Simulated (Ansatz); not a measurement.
Calculated with Ansatz (gas phase, PBE0-D4/def2-TZVP geometries, no zero-point term in ΔE). CBS: MP2 limit from def2 TZ/QZ plus the TZ coupled-cluster correction, frozen cores. This one scheme is used for every species. DFT in def2-TZVPP. One conformer a species, not always the lowest.

`COC(N)[SiH3]` + `O[SiH2][SiH3]` → `[SiH3]O[SiH2][SiH3]` + `COCN`  (ligand exchange at the Si–C bond)

Q: Is it downhill or uphill in electronic energy at CCSD(T)/CBS, and by how much? (Best estimate.)

A: Computed: Downhill: ΔE = -1.40 eV.

Q: What do these levels give: PBE0-D4, PBE0, HF/def2-TZVPP, MP2/def2-TZVPP, MP2/def2-QZVPP, HF/CBS(def2)? (Estimate.)

A: Ansatz gave: PBE0-D4 -1.31, PBE0 -1.31, HF/def2-TZVPP -1.69, MP2/def2-TZVPP -1.43, MP2/def2-QZVPP -1.44, HF/CBS(def2) -1.71 eV.

Largest T1 diagnostic among the species: 0.012.

From PBE to PBE0 (25 % exact exchange), in def2-TZVPP and without D4, ΔE moves by −0.10 eV. In def2-TZVPP, CCSD(T) changes the Hartree–Fock value by +0.28 eV (the triples alone add +0.04 eV) and MP2 by +0.25 eV.
